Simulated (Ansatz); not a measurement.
Cost and result up the ladder for SeCl₂ (3 atoms). Charge 0, multiplicity 1. Geometry: PBE0-D4/def2-TZVP.

```xyz
3

Se   -0.5877   -0.4187   -0.5467
Cl    0.2820    1.5355   -0.7297
Cl    0.3057   -1.1168    1.2764
```

Ansatz on 4 threads of Arm Neoverse V2 on a shared host. Times are rough, and most runs start from the orbitals of an earlier one. ωB97M-V/def2-TZVP serves as the yardstick here, not as an exact answer. Differences are given only for rows in sets of like size (and for xTB, whose basis is part of the method), since another set adds its own error. Binding counts from free atoms at the same level (Se triplet, Cl doublet; other spins of the atoms weren't run), without zero-point energy or a counterpoise term.

Correlated methods freeze 19 core orbitals; core or outer-core shells of Se are correlated, in sets that lack core-valence functions.

Correlated methods converge slowly with the basis.

```csv
level,functions,wall time
HF/STO-3G,36,0.1 s
PBE-D4/def2-SVP,68,0.4 s
PBE0-D4/def2-SVP,68,0.55 s
revPBE-D4/def2-TZVP,122,0.7 s
HF/def2-TZVP,122,0.75 s
MP2/def2-TZVP,122,0.8 s
PBE-D4/def2-TZVP (with forces),122,0.85 s
PBE0-D4/def2-TZVPD,149,1.7 s
r2SCAN-D4/def2-TZVP,122,1.9 s
PBE-QIDH/def2-TZVP,122,2 s
r2SCANh-D4/def2-TZVP,122,2.2 s
r2SCAN-D4/def2-TZVPD,149,2.8 s
ωB97M-V/def2-TZVP,122,3.1 s
CCSD(T)/def2-TZVPD,149,6.5 s
```

(1) Estimate what each level gives for the binding energy per atom (eV).

Answers

(1) 
| level | binding energy per atom (eV) | difference from ωB97M-V/def2-TZVP (eV) |
| --- | --- | --- |
| HF/STO-3G | 0.99 | – |
| PBE-D4/def2-SVP | 1.95 | – |
| PBE0-D4/def2-SVP | 1.77 | – |
| revPBE-D4/def2-TZVP | 1.91 | 0.09 |
| HF/def2-TZVP | 0.77 | -1.05 |
| MP2/def2-TZVP | 1.79 | -0.04 |
| PBE-D4/def2-TZVP (with forces) | 2.02 | 0.20 |
| PBE0-D4/def2-TZVPD | 1.87 | 0.05 |
| r2SCAN-D4/def2-TZVP | 1.87 | 0.05 |
| PBE-QIDH/def2-TZVP | 1.77 | -0.05 |
| r2SCANh-D4/def2-TZVP | 1.82 | 0.00 |
| r2SCAN-D4/def2-TZVPD | 1.88 | 0.06 |
| ωB97M-V/def2-TZVP | 1.82 | 0.00 |
| CCSD(T)/def2-TZVPD | 1.69 | -0.13 |
